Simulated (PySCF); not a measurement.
Harmonic spectrum computed at PBE0 in the def2-TZVP basis family (core potentials from Rb on, PySCF, no spin–orbit coupling):

```
ω (cm⁻¹)  IR (km/mol)
     158         10.3
     384         53.8
    1020          147
```

Question: Which molecule gave it? In each, all ligands are bound to the one heavy central atom.
A. HfOCl (doublet)
B. ZrOCl (doublet)
C. IOCl (singlet)
D. TaOCl (triplet)

Answer: D. It has Cs symmetry with Ta–Cl 2.309 Å, Ta–O 1.702 Å.
